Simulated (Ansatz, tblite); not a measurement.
Spin states of the cluster Nb₅, each relaxed with PBE0-D4/def2-SVP in Ansatz. Electronic energies in the gas phase.

In the def2 sets Nb takes a core potential; there is no spin–orbit coupling. The xTB rows come from tblite. The structure comes from a short search, and lower isomers may exist.

Doublet geometry (C2v within 0.1 Å):

```xyz
5

Nb    0.5007   -1.8845    0.0791
Nb   -0.3463   -0.2031   -1.4952
Nb    1.3318    0.3371    0.7135
Nb   -1.2061   -0.1641    0.9564
Nb   -0.2801    1.9145   -0.2538
```

Quartet geometry (C2v within 0.1 Å):

Cartesian coordinates in Å:
```
Nb -1.011 1.582 0.568
Nb 0.082 -0.589 1.428
Nb 0.918 1.034 -0.683
Nb -1.247 -0.725 -0.560
Nb 1.258 -1.302 -0.752
```

⟨S²⟩: doublet 0.86 at PBE0-D4/def2-TZVP (pure 0.75), quartet 3.90 at PBE0-D4/def2-TZVP (pure 3.75).

Run but left out: HF/STO-3G, HF/def2-TZVP, B2PLYP/def2-TZVP, MP2/def2-TZVP (doublet: ⟨S²⟩ 1.82 to 7.34, where a pure state has 0.75).

Only these spin states were relaxed. Higher spins weren't run and may lie lower.

```tsv
level	quartet − doublet (kJ/mol)	lowest of these	remarks
GFN2-xTB	127.7	doublet	–
BLYP-D4/def2-TZVP	31.8	doublet	–
r2SCAN-D4/def2-TZVP	9.3	doublet	spin-contaminated (⟨S²⟩ 0.90) (doublet), spin-contaminated (⟨S²⟩ 3.90) (quartet)
```

Q: Estimate the rows for GFN1-xTB, PBE-D4/def2-TZVP, PBE0-D4/def2-TZVP.

A: 
```json
{"level": "GFN1-xTB", "quartet − doublet (kJ/mol)": "138.9", "lowest of these": "doublet", "remarks": "–"}
{"level": "PBE-D4/def2-TZVP", "quartet − doublet (kJ/mol)": "23.5", "lowest of these": "doublet", "remarks": "–"}
{"level": "PBE0-D4/def2-TZVP", "quartet − doublet (kJ/mol)": "18.0", "lowest of these": "doublet", "remarks": "spin-contaminated (⟨S²⟩ 0.86) (doublet), spin-contaminated (⟨S²⟩ 3.90) (quartet)"}
```

The xTB methods have no term that favours high spin, so they put low spin too low.
